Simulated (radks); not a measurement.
Q: All-electron atom: Sc II in [Ar] 3d1 4s1. Calculated with a radial shooting solver on a logarithmic mesh with Libxc functionals: non-relativistic Kohn-Sham, SCAN, spin-polarised, spherical densities, point nucleus; open shells are filled with parallel spins first; meta-GGA in the generalised Kohn-Sham scheme. Some entries of the table are withheld. Estimate them.

| orbital | occ. | eigenvalue (Ry) | <r> (bohr) |
|---|---|---|---|
| 1s up | 1 | -323.1663 | 0.07362 |
| 1s down | 1 | -323.1641 | 0.07362 |
| 2s up | 1 | -35.56452 | 0.3450 |
| 2s down | 1 | -35.53968 | 0.3448 |
| 2p up | 3 | (1) | 0.3082 |
| 2p down | 3 | (2) | 0.3080 |
| 3s up | 1 | -4.70286 | 1.081 |
| 3s down | 1 | -4.61459 | 1.083 |
| 3p up | 3 | -3.09615 | 1.171 |
| 3p down | 3 | -3.00763 | 1.166 |
| 4s up | 1 | -0.76479 | 3.334 |
| 3d up | 1 | -0.75913 | 1.713 |

A: 
(1) 2p up eigenvalue (Ry): -29.37504
(2) 2p down eigenvalue (Ry): -29.35567
